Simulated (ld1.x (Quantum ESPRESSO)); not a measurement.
PBE PAW dataset for N (Z = 7), non-relativistic all-electron reference.

The input file (ld1.x (Quantum ESPRESSO) 7.5):

```
&input
   title='N', zed=7., rel=0, dft='PBE', iswitch=3,
   config='[He] 2s2 2p3 3d-2',
   nld=3, rlderiv=3.10, eminld=-3.0, emaxld=5.0, deld=0.02
 /
 &inputp
   pseudotype=3, lpaw=.true., tm=.true., lloc=2,
   nlcc=.true., new_core_ps=.true., rcore=1.00,
   which_augfun='PSQ', rmatch_augfun_nc=.true.,
   file_pseudopw='N.UPF', file_wfcaegen='ae.wfc', file_wfcncgen='nc.wfc', file_beta='beta', file_chi='chi', file_wfcusgen='us.wfc'
 /
5
2S  1  0   2.00   0.00  0.90  1.10  0.0
2S  1  0   0.00  -1.00  0.90  1.10  0.0
2P  2  1   3.00   0.00  2.30  2.85  0.0
2P  2  1   0.00   1.25  2.30  2.85  0.0
3D  3  2  -2.00  -0.05  2.70  2.70  0.0
 &test
   configts(1)='2s2 2p3'
 /
```

Command:

```bash
ld1.x < N.in > N.out
```

Output (shortened: banner, matrices, multipoles, cross overlaps and the repeated all-electron block are left out):

```
Program LD1 v.7.5
     --------------------------- All-electron run ----------------------------

     N

     atomic number is  7.00
     dft =PBE   lsd =0 sic =0 latt =0  beta=0.20 tr2=1.0E-14
     Exchange-correlation= PBE
                           (   1   4   3   4   0   0   0)
     mesh =1085 r(mesh) =  99.89202 a.u. xmin = -7.00 dx = 0.01250
     1 Ry =  13.60569312 eV

     n l     nl                  e(Ry)          e(Ha)          e(eV)
     1 0     1S 1( 2.00)       -28.2585       -14.1293      -384.4769
     2 0     2S 1( 2.00)        -1.3640        -0.6820       -18.5577
     2 1     2P 1( 3.00)        -0.5215        -0.2607        -7.0948

     final scf error:  4.0E-15 reached in  29 iterations

     Etot =    -108.842527 Ry,     -54.421263 Ha,   -1480.878020 eV

     Ekin =     108.503513 Ry,      54.251756 Ha,    1476.265496 eV
     Encl =    -255.957393 Ry,    -127.978697 Ha,   -3482.477748 eV
     Eh   =      51.734998 Ry,      25.867499 Ha,     703.890506 eV
     Exc  =     -13.123644 Ry,      -6.561822 Ha,    -178.556274 eV

     normalization and overlap integrals

     s(1S/1S) =  1.000000  <r> =   0.2299  <r2> =    0.0715  r(max) =   0.1483
     s(2S/2S) =  1.000000  <r> =   1.3207  <r2> =    2.1186  r(max) =   1.0167
     s(2P/2P) =  1.000000  <r> =   1.4840  <r2> =    2.9187  r(max) =   0.9793

     ------------------------ End of All-electron run ------------------------

     --------------------- Generating PAW atomic setup --------------------

      Generating local pot.: lloc=2, matching radius rcloc =   2.7000

      Computing core charge for nlcc:

       r > 1.00 : true rho core
      Core charge pseudized with two Bessel functions
      Integrated core pseudo-charge :   0.06
      Wfc-us  2S rcutus= 1.110  Estimated cut-off energy=    36.79 Ry
      Wfc-us  2S rcutus= 1.110  Estimated cut-off energy=    37.50 Ry
      Wfc-us  2P rcutus= 2.869  Estimated cut-off energy=    10.00 Ry
      Wfc-us  2P rcutus= 2.869  Estimated cut-off energy=     9.09 Ry

     Required augmentation: PSQ   radius:    2.850000

     Q pseudized with Bessel functions
     Expected ecutrho=     217.4154 due to l1=  0   l2=  1

     Estimated PAW energy =  -27.592430 Ryd

     ------------------- End of pseudopotential generation -------------------

     Computing logarithmic derivative in   3.11229
     Computing logarithmic derivative in   3.11229
     Computing the partial wave expansion
     R is outside the sphere for l=    0 j= 0.00
     R is outside the sphere for l=    0 j= 0.00
     R is outside the sphere for l=    1 j= 0.00
     R is outside the sphere for l=    1 j= 0.00
       no projector for channel:   2

     ---------------------- Testing the pseudopotential ----------------------

     N

     atomic number is  7.00   valence charge is  5.00
     dft = SLA  PW   PBX  PBC   lsd =0 sic =0 latt =0  beta=0.20 tr2=1.0E-14
     mesh =1085 r(mesh) =  99.89202 xmin = -7.00 dx = 0.01250

     n l     nl             e AE (Ry)        e PS (Ry)    De AE-PS (Ry)
     1 0     2S   1( 2.00)       -1.36397       -1.36397        0.00000
     2 1     2P   1( 3.00)       -0.52146       -0.52146       -0.00000

     eps = 1.5E-17  iter =  1

     Etot =    -108.842527 Ry,     -54.421263 Ha,   -1480.878020 eV
     Etotps =   -27.592430 Ry,     -13.796215 Ha,    -375.414130 eV

     Ekin =      20.431662 Ry,      10.215831 Ha,     277.986922 eV
     Encl =     -51.233003 Ry,     -25.616501 Ha,    -697.060516 eV
     Ehrt =      16.332555 Ry,       8.166278 Ha,     222.215737 eV
     Ecxc =     -13.123644 Ry,      -6.561822 Ha,    -178.556274 eV
     (Ecc =      -0.036492 Ry,      -0.018246 Ha,      -0.496498 eV)

     ---------------------- End of pseudopotential test ----------------------
```

Generation and configuration tests took about 1.1 s on one core of a shared server CPU.
